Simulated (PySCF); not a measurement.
Threshold energies of AsH in a plasma

r²SCAN in PySCF with def2-TZVPPD on every atom, for the lowest determinant that a PBE0 search found; no spin–orbit coupling.

| species | state (unpaired electrons) | Re (Å) | ωe (cm⁻¹) | energy of the minimum from the neutral (eV) | De (eV) | dissociates to |
| --- | --- | --- | --- | --- | --- | --- |
| AsH | triplet (π ↑↑) | 1.528 | 2168 | 0.00 | 3.00 | As + H |
| AsH⁺ | doublet (π ↑) | 1.533 | 2191 | 9.93 | 3.20 | As⁺ + H |

Q: Work out the lowest energy to break AsH into atoms, from its vibrational ground state.

A: D0 = De − ωe/2 = 3.00 − 0.13 = 2.87 eV (r²SCAN/def2-TZVPPD).

Q: Work out the ionisation energy of the As atom at this level and the threshold of dissociative ionisation.

A: IE(As) = 9.93 + 3.20 − 3.00 = 10.13 eV, so As⁺ + H + e⁻ appears at D0 + IE(As) = 13.00 eV (r²SCAN/def2-TZVPPD). The measured IE(As) is 9.789 eV (NIST ASD).

These are thermodynamic thresholds; the onsets seen under electron impact lie higher where the geometry changes, and cross-sections peak well above them.

Spin–orbit coupling is left out. For an ion De counts to the pair picked by the measured ionisation energies or electron affinities, which need not be the lowest pair at this level. States were picked by a PBE0 search and need not be the measured ground states.
